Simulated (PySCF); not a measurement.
dimethylsulfoxide (C2H6OS), singlet, geometry from GFN2-xTB. Base run: CCSD(T)/def2-SVP (PySCF).

PySCF was given this input:
```python
from pyscf import gto, scf, cc

mol = gto.Mole()
mol.atom = '''
    S    -0.00638160    0.25789735   -0.45583475
    O    -0.01284941    1.45780980    0.37857550
    C     1.37076266   -0.79819518    0.18724665
    C    -1.35000243   -0.82772888    0.20862756
    H     1.27987622   -0.89677085    1.26308812
    H    -2.29810816   -0.35220996   -0.01997107
    H     1.32489255   -1.76477228   -0.30045787
    H     2.30461413   -0.30224775   -0.05614119
    H    -1.29083210   -1.79316578   -0.27990241
    H    -1.24010316   -0.92412504    1.28289118
'''
mol.basis = 'def2-svp'
mol.verbose = 4
mol.max_memory = 1800
mol.build()

mf = scf.RHF(mol)
mf.kernel()

mycc = cc.CCSD(mf, frozen=8)
mycc.kernel()
et = mycc.ccsd_t()
print('E(CCSD(T)) = %.10f' % (mycc.e_tot + et))
```

The base run was repeated with changes; each row names its change, and settings that it needs were set with it.

| change | ΔE vs base (mEh) | MP2 correlation (Eh) | CC correlation without the perturbative part (Eh) | basis functions | core-seconds (rough) |
|---|---|---|---|---|---|
| base | 0.000 | -0.61467 | -0.65830 | 90 | 20 |
| method = mp2 | 63.828 | -0.61467 | - | 90 | 2 |
| method = cisd | 119.2 | - | - | 90 | 8 |
| method = ccsd | 20.197 | -0.61467 | -0.65830 | 90 | 10 |
